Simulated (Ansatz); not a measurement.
Geometry optimisation, UKS PBE/def2-SVP in Ansatz.

The input (input.yaml):

```yaml
crystal:
  periodic: [false, false, false]
  atoms:
    - { symbol: Sn, position_ang: [-0.013065, 0.056803, -0.060417] }
    - { symbol: Cl, position_ang: [-0.107604, 0.306659, 2.318517] }
    - { symbol: Cl, position_ang: [2.219019, -0.022924, -0.778509] }
    - { symbol: Cl, position_ang: [-1.094986, 1.882636, -1.061431] }
    - { symbol: Cl, position_ang: [-1.094773, -1.927541, -0.693823] }
    - { symbol: O, position_ang: [0.149607, -0.213884, 5.045251] }
    - { symbol: H, position_ang: [-0.570198, -0.882849, 4.920013] }
magnetization:
  spin_polarized: true
  initial_magnetization: 1
basis:
  gaussian: { orbitals: def2-SVP }
hamiltonian:
  xc: pbe
relax:
  f_tol: 0.03
  max_steps: 50
```

Run as:

```bash
$ ansatz run input.yaml --threads 4 --pin off --max-ram 5120MiB --backend cpu --events-out ev --progress --plain --runs-dir out
```

Q: Where does it end, and by what steps?

A: The run converged. The force dipped under the threshold on the way, but the program's further checks kept it going. After 28 steps the energy has fallen by 0.885 eV; O6 moved furthest, 2.22 Å. Joined: Sn1–O6 (5.12 → 2.19 Å).

```csv
step,energy less start (eV),largest force component (eV/Å),accepted
0,0.0000,0.453,yes
1,-0.0158,0.220,yes
2,-0.0211,0.137,yes
3,-0.0260,0.406,yes
4,-0.0310,0.233,yes
5,-0.0328,0.128,yes
6,-0.0340,0.032,yes
7,-0.0370,0.072,yes
8,-0.0380,0.070,yes
9,-0.0389,0.015,yes
10,-0.0394,0.045,yes
11,-0.0398,0.065,yes
12,-0.0406,0.209,yes
13,-0.0421,0.506,yes
14,-0.0533,0.731,yes
15,-0.0781,0.753,yes
16,-0.1183,0.925,yes
17,-0.1741,0.753,yes
18,-0.2512,0.619,yes
19,-0.3817,0.501,yes
20,-0.5972,0.453,yes
21,-0.8017,0.555,yes
22,-0.8320,0.666,yes
23,-0.8700,0.406,yes
24,-0.8777,0.310,yes
25,-0.8809,0.136,yes
26,-0.8837,0.039,yes
27,-0.8847,0.024,yes
28,-0.8850,0.019,yes
```

```xyz
7
Properties=species:S:1:pos:R:3
Sn -0.021 -0.007 0.840
Cl -0.553 1.626 2.668
Cl 2.206 -0.334 0.172
Cl -0.884 1.394 -0.860
Cl -1.469 -1.879 0.735
O 0.506 -0.573 2.889
H -0.297 -1.027 3.246
```

Whether the end is a true minimum wasn't checked by a vibrational analysis.

The run took 100 s on 4 threads of Arm Neoverse V1 (shared host), peak memory 0.3 GiB.
